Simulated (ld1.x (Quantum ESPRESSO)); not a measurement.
# Configuration tests for tellurium (Te) (PAW)

* Element: Te (Z = 52)
* Generator: ld1.x (Quantum ESPRESSO) 7.5
* Type: PAW
* Functional: LDA (PZ)
* Relativity: fully relativistic
* Frozen core: [Ar] 3d10 4s2
* Valence charge: 22
* Reference configuration: 4p6 4d10 5s2 5p4
* Partial waves: 5s (bound): rcut 1.30, rcutus 1.70 bohr; 5s channel at -0.05 Ry: rcut 1.30, rcutus 1.70 bohr; 4p (bound): rcut 1.45, rcutus 1.60 bohr; 5p (bound): rcut 1.45, rcutus 1.60 bohr; 4d (bound): rcut 1.25, rcutus 1.60 bohr; 4d channel at 0.3 Ry: rcut 1.25, rcutus 1.60 bohr; 4f channel at -0.1 Ry: rcut 1.65, rcutus 1.90 bohr; 4f channel at 1.95 Ry: rcut 1.65, rcutus 1.90 bohr
* Local potential: all-electron potential smoothed inside 1.35 bohr (lloc = -1)
* Core correction: a·sin(br)/r model core, default radius (ld1.x builds one for every PAW set, though the input has nlcc=.false.)
* Augmentation charge: PSQ, inside the norm-conserving radii

Open shells are filled in proportion to 2j + 1 (rel_dist='average').

Energies are relative to the spin-unpolarised reference configuration 4p6 4d10 5s2 5p4; without spin polarisation the order of configurations can differ from experiment. The frozen-core shift is the all-electron ΔE with the core orbitals held at their reference shape minus the fully relaxed ΔE.

(1) Give the all-electron excitation energy and the error of the potential for: 4p6 4d10 5s2 5p3; 4p6 4d10 5s2 5p2; 4p6 4d10 5s2 5p1; 4p6 4d10 5s1 5p4; 4p6 4d10 5s0 5p6; 4p6 4d10 5s1 5p5; 4p6 4d10 5s2 5p4.3.

Levels in the configuration 4p6 4d10 5s2 5p4.3:

```csv
level,all-electron (eV),pseudo (eV)
4p j=1/2,-118.491,-118.493
4p j=3/2,-108.690,-108.691
4d j=3/2,-40.133,-40.135
4d j=5/2,-38.657,-38.659
5s j=1/2,-13.078,-13.079
5p j=1/2,-4.555,-4.555
5p j=3/2,-3.774,-3.774
```

The ghost test of this file was not conclusive.

Answers

(1)

```csv
valence configuration,charge,ΔE all-electron (eV),error AE − PS (meV),frozen-core shift (meV)
4p6 4d10 5s2 5p3,+1,9.938,+0.7,0.0
4p6 4d10 5s2 5p2,+2,28.137,+2.5,+0.1
4p6 4d10 5s2 5p1,+3,55.399,+4.1,+0.7
4p6 4d10 5s1 5p4,+1,19.830,+2.2,+0.1
4p6 4d10 5s0 5p6,0,18.839,+1.9,+0.1
4p6 4d10 5s1 5p5,0,9.316,+0.4,0.0
4p6 4d10 5s2 5p4.3,-0.3,-1.523,0.0,0.0
```
